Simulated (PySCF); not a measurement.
## Radial density of Mg⁺ (magnesium, charge +1)

UHF, [Ne] 3d1, 2D determinant (an excited configuration). All numbers are calculated (PySCF 2.14, the spin-free X2C one-electron Hamiltonian (Gaussian nucleus), in dyall-av3z).

```
r (bohr)  4πr²ρ (e/bohr)  4πr²(ρα − ρβ)
 0.00265         0.09948         0.0000
 0.00446          0.2635         0.0000
 0.00750          0.6795         0.0000
  0.0126           1.673         0.0000
  0.0212           3.804         0.0000
  0.0357           7.552        -0.0001
  0.0601           11.94        -0.0002
   0.101           13.08        -0.0003
   0.170           9.040        -0.0009
   0.286           7.838        -0.0024
   0.481           11.08        -0.0028
   0.809           7.212         0.0028
    1.36           1.342         0.0212
    2.29          0.1436         0.1051
    3.85          0.2462         0.2461
    6.47          0.1060         0.1060
    10.9       3.768e-05         0.0000
```

Densities and radii are taken from the X2C orbitals without a picture-change correction, which distorts them close to the nucleus.

The outer electron is Rydberg-like, and this basis confines it to a smaller radius and binds it less than a complete one would.

Question: Where is the radial spin density 4πr²(ρα − ρβ) most negative, and why is it negative at all?

Answer: Around r = 0.481 bohr, down to -0.0028 e/bohr: exchange with the open shell polarises the paired shells in an unrestricted calculation.
